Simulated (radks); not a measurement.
Results of a calculation; reference values are marked as such.
Q: Sb41+, configuration [Ne]. Level of theory: Dirac Kohn-Sham, PBE, spin-unpolarised, spherical densities, finite nucleus; Fermi nuclear charge, rms radius 4.6802 fm (a radial shooting solver on a logarithmic mesh with Libxc functionals). Some entries of the table are withheld. Estimate them.

orbital  occ.  eigenvalue (hartree)  r(max) (bohr)  <1/r> (bohr^-1)
1s1/2       2                   (1)        0.01834            54.36
2s1/2       2             -262.2584            (2)            12.89
2p1/2       2             -252.8144            (3)            12.83
2p3/2       4             -243.1492            (4)            11.92

A: 
(1) 1s1/2 eigenvalue (hartree): -1212.276
(2) 2s1/2 r(max) (bohr): 0.1028
(3) 2p1/2 r(max) (bohr): 0.07889
(4) 2p3/2 r(max) (bohr): 0.08337
